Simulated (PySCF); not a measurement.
**Heteronuclear NMR**

Molfile (atoms numbered from 1):
```
H9NSi3
     RDKit          3D

 13 12  0  0  0  0  0  0  0  0999 V2000
    0.2752    1.6443    0.6108 Si  0  0  0  0  0  4  0  0  0  0  0  0
    0.0143    0.0326    0.0111 N   0  0  0  0  0  0  0  0  0  0  0  0
   -1.6138   -0.5256   -0.2442 Si  0  0  0  0  0  4  0  0  0  0  0  0
    1.3442   -1.0809   -0.1166 Si  0  0  0  0  0  4  0  0  0  0  0  0
   -0.7093    2.5594   -0.0218 H   0  0  0  0  0  0  0  0  0  0  0  0
    0.1016    1.7286    2.0870 H   0  0  0  0  0  0  0  0  0  0  0  0
    1.6605    2.0612    0.2774 H   0  0  0  0  0  0  0  0  0  0  0  0
   -2.4252    0.5867   -0.8015 H   0  0  0  0  0  0  0  0  0  0  0  0
   -1.5836   -1.6701   -1.1895 H   0  0  0  0  0  0  0  0  0  0  0  0
   -2.2554   -0.9780    1.0208 H   0  0  0  0  0  0  0  0  0  0  0  0
    1.5848   -1.8200    1.1535 H   0  0  0  0  0  0  0  0  0  0  0  0
    1.0418   -2.0720   -1.1801 H   0  0  0  0  0  0  0  0  0  0  0  0
    2.5759   -0.3226   -0.4512 H   0  0  0  0  0  0  0  0  0  0  0  0
  1  2  1  0
  2  3  1  0
  2  4  1  0
  1  5  1  0
  1  6  1  0
  1  7  1  0
  3  8  1  0
  3  9  1  0
  3 10  1  0
  4 11  1  0
  4 12  1  0
  4 13  1  0
M  END
```

Method: geometry: PBE0-D3(BJ)/def2-TZVP, GIAO PBE0/pcSseg-2 shieldings, in PySCF (rapidly exchanging positions averaged, no relativistic terms, one computed conformer, in vacuum).

(1) Predict the ²⁹Si NMR data.

(2) What are the ¹⁵N shifts?

Answers

(1) 
| atoms | environment | σ (ppm) | δ (ppm) |
| --- | --- | --- | --- |
| Si1/Si3/Si4 | silicon bonded to N, 3 H | 382.6 | -44.4 |

Shieldings were converted by a linear fit to measured shifts: ²⁹Si: δ = 281.49 − 0.852σ (rms 6.5 ppm, 44 shifts, 28.5 ppm with the 5 outliers that the fit left out vs TMS, solution or neat liquid). A few per cent of atoms miss by over 2 rms, more outside the fitted compound classes.

On a 300 MHz spectrometer ²⁹Si resonates near 59.6 MHz, so 1 ppm is 59.6 Hz.

(2) 
```
atoms              environment  σ (ppm)  δ (ppm)
   N2  nitrogen bonded to 3 Si    264.6   -390.7
```

Shieldings were converted by a linear fit to measured shifts: ¹⁵N (scatter 6.7 ppm rms vs CH3NO2, solution or neat liquid). Occasional misses reach two or three times the rms, and more in compound classes unlike the fitted ones.

On a 500 MHz spectrometer ¹⁵N resonates near 50.7 MHz, so 1 ppm is 50.7 Hz.
